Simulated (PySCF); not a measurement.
**IO⁺: one state, many levels of theory**

State: ³Σ⁻ (triplet), unpaired electrons π ↑↑. Set-up: basis I def2-SVP with ECP28, O def2-SVP; scalar-relativistic core potentials; PySCF 2.14. De refers to I⁺ + O in their high-spin ground configurations, without counterpoise correction. The functionals are run spin-unrestricted. A positive dipole points towards O; it is taken about the centre of mass and depends on that origin. Levels whose curve was spin-contaminated or gave no clean fit are not listed.

| Level | Re (Å) | ωe (cm⁻¹) | De (eV) | μ (D) | CPU s a point (SCF and correlation, without the integrals) |
| --- | --- | --- | --- | --- | --- |
| ROHF-CCSD | 1.869 | 717 | 2.10 | n/a | n/a |
| ROHF-CCSD(T) | 1.893 | 616 | 2.41 | n/a | 4.1 |
| PBE | 1.865 | 753 | 3.99 | -1.62 | 0.53 |
| r²SCAN | 1.848 | 780 | 3.37 | -1.66 | 0.78 |
| TPSSh | 1.849 | 779 | 3.22 | -1.64 | 0.87 |
| PBE0 | 1.832 | 809 | 2.99 | -1.75 | 0.72 |
| r²SCAN0 | 1.825 | 819 | 2.58 | -1.74 | 0.83 |
| BHandHLYP | 1.821 | 817 | 2.04 | -1.74 | 0.45 |
| ωB97X | 1.819 | 842 | 2.88 | -1.90 | 0.59 |

Problem. Which functional lies closest to ROHF-CCSD(T) in De, which farthest, and by how much do they differ from it?

Solution. Closest is r²SCAN0 (-6.8 pm in Re, +33.0 % in ωe, +0.17 eV in De against ROHF-CCSD(T) in the same basis), farthest PBE (-2.8 pm in Re, +22.2 % in ωe, +1.58 eV in De). CCSD(T) converges more slowly with the basis than the functionals do and binds too weakly in this one, so the order can change at the basis-set limit.

Problem. What does a quarter of exact exchange do here, going from PBE to PBE0?

Solution. PBE0 less PBE: -3.3 pm in Re, +7.4 % in ωe, -1.00 eV in De. Exact exchange removes part of the self-interaction that spreads semilocal densities, and in most molecules shortens and stiffens the bond and lowers De; so it does here.

Problem. What does the step from GGA to meta-GGA do here, going from PBE to r²SCAN?

Solution. r²SCAN less PBE: -1.7 pm in Re, +3.6 % in ωe, -0.62 eV in De. 

Correlated steps freeze 5 core orbitals. Correlated levels converge slowly with the basis: in double zeta they bind strong bonds too weakly, by up to about 1 eV, and carry superposition errors of some tenths. These are scalar-relativistic numbers at best; spin–orbit coupling would shift them, the dissociation energy most. For an ion De counts to the pair picked by the measured ionisation energies or electron affinities, which need not be the lowest pair at this level. The CCSD T1 diagnostic is raised, a sign that a single reference may not be enough here. The state was picked by a PBE0 search and need not be the measured ground state.

The whole job (state search and all levels along the bond) took about 2.1 min on 1 thread of Arm Neoverse V1 (shared host), peak memory 0.47 GiB.
